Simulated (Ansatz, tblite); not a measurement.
Spin states of the cluster MoS₂⁺, each relaxed with PBE-D4/def2-TZVP in Ansatz. Electronic energies in the gas phase.

In the def2 sets Mo takes a core potential; there is no spin–orbit coupling. The xTB rows come from tblite. HSE06 is defined as in plane-wave codes, on full-range PBE exchange. The structure comes from a short search, and lower isomers may exist.

Doublet geometry (C2v within 0.1 Å):

```csv
atom,x (Å),y (Å),z (Å)
Mo1,-0.377,0.646,0.393
S2,-1.205,-1.195,-0.098
S3,1.582,0.549,-0.295
```

Quartet geometry (C2v within 0.1 Å):

Cartesian coordinates in Å:
```
Mo 0.921 -0.049 0.093
S -0.379 -0.919 -1.346
S -0.542 0.968 1.253
```

Run but left out: HF/def2-TZVP, r2SCAN0-D4/def2-TZVP, MP2/def2-TZVP (doublet: ⟨S²⟩ 1.13 to 2.50, where a pure state has 0.75); HF/def2-TZVPP, MP2/def2-TZVPP, CCSD/def2-TZVPP, CCSD(T)/def2-TZVPP (flagged by the program: large difference).

Only these spin states were relaxed. Higher spins weren't run and may lie lower.

```
                 level  quartet − doublet (kJ/mol)  lowest of these                                  remarks
              GFN1-xTB                       183.5          doublet                                        –
              GFN2-xTB                        88.7          doublet                                        –
    HSE06-D4/def2-TZVP                        98.9          doublet  spin-contaminated (⟨S²⟩ 0.90) (doublet)
CAM-B3LYP-D4/def2-TZVP                        90.2          doublet  spin-contaminated (⟨S²⟩ 0.92) (doublet)
```

Problem. Estimate the rows for PBE-D4/def2-TZVP, revPBE-D4/def2-TZVP, r2SCAN-D4/def2-TZVP, PBE0-D4/def2-TZVP.

Solution. 
| level | quartet − doublet (kJ/mol) | lowest of these | remarks |
| --- | --- | --- | --- |
| PBE-D4/def2-TZVP | 116.4 | doublet | – |
| revPBE-D4/def2-TZVP | 113.6 | doublet | – |
| r2SCAN-D4/def2-TZVP | 105.2 | doublet | spin-contaminated (⟨S²⟩ 0.85) (doublet) |
| PBE0-D4/def2-TZVP | 98.3 | doublet | spin-contaminated (⟨S²⟩ 0.91) (doublet) |

The xTB methods have no spin-polarisation term.

Problem. How do the metal–ligand distances follow the spin state?

Solution. 
```json
{"state": "doublet", "donor atoms": "2", "mean metal–ligand distance (Å)": "2.078", "range (Å)": "2.08–2.08", "Mulliken spin on the metal (PBE0)": "1.68"}
{"state": "quartet", "donor atoms": "2", "mean metal–ligand distance (Å)": "2.125", "range (Å)": "2.13–2.13", "Mulliken spin on the metal (PBE0)": "1.83"}
```

⟨S²⟩ at PBE0-D4/def2-TZVP: doublet 0.91 (pure 0.75), quartet 3.79 (pure 3.75).
